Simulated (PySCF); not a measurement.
C3H8OSi, SMILES C=CO[SiH2]C.

Coordinates come from a B3LYP-D3(BJ)/def2-SVP optimisation. Other conformers were not sampled.

Calculation: PySCF with r2SCAN/def2-TZVP.

```json
{
 "total_energy": "-483.81489 hartree",
 "point_group": "Cs",
 "highest_occupied_level": "-5.86 eV",
 "lowest_empty_level": "-0.14 eV",
 "orbital_gap": "5.72 eV",
 "dipole_moment": "0.95 D",
 "quadrupole, principal values (traceless, Buckingham form, about the centre of nuclear charge)": "-4.29, -0.72, 5.00 D·Å",
 "mean_static_polarisability": "66.3 bohr³ (9.83 Å³)",
 "polarisability_principal_values": "52.4, 61.9, 84.7 bohr³"
}
```
